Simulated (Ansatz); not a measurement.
Z-matrix (Å, degrees):
```
Zr
Cl 1 2.320
Se 1 2.553 2 104.9
Cl 1 2.320 2 114.5 3 -123.4
Se 1 2.553 2 112.1 3 117.2
H 3 1.476 1 86.6 2 173.0
H 5 1.476 1 86.6 2 -62.9
```

Total charge 0; spin multiplicity 1. Zr: def2 effective core potential.

Task: List the ωB97M-V/def2-TZVPP orbital energies in eV (the Gaussian-basis code of Ansatz). (An estimate is asked.)

Result: The calculation gave: Occupied: -12368.37, -12368.36, -2772.34, -2772.33, -1588.67, -1588.67, -1423.43, -1423.43, -1423.39, -1423.38, -1423.38, -1423.38, -262.74, -262.74, -218.11, -218.11, -200.15, -200.15, -200.12, -200.12, -200.12, -200.12, -161.07, -161.06, -160.90, -160.90, -160.86, -160.86, -63.45, -60.96, -60.96, -60.90, -60.90, -60.86, -60.86, -60.74, -60.74, -60.74, -60.74, -39.76, -39.64, -39.54, -25.72, -25.53, -22.40, -22.25, -13.65, -13.61, -13.50, -13.13, -12.74, -12.44, -12.44, -12.03, -11.06, -10.78, -10.23, -9.52. Lowest empty: -0.72, -0.41, -0.18, 0.22, 0.22, 0.59, 1.49, 1.51.
